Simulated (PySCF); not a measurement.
## Correlation energy of Ni³⁺ (nickel, charge +3)

[Ar] 3d7, high-spin 4F determinant. All numbers are calculated (PySCF 2.14, scalar relativity by spin-free X2C-1e, in x2c-QZVPPall with one added diffuse shell each of s, p, d, f, g type (12s8p7d5f3g, 133 functions)). Frozen: [Ne]; 15 electrons correlated.

MP2 pair energies summed by pair of shells (mhartree):

```
 pair   energy  share (%)
3p-3d  -200.30       38.1
3d-3d  -186.94       35.6
3p-3p   -57.91       11.0
3s-3d   -45.48        8.7
3s-3p   -30.21        5.7
3s-3s    -4.77        0.9
```

Total MP2 correlation energy: -525.61 mhartree.

Same-spin part -168.87 and opposite-spin part -356.74 mhartree; SCS-MP2 scales them by 1/3 and 6/5 to -484.38 mhartree.

This basis was not built for core-valence correlation, so the inner-shell part is incomplete.
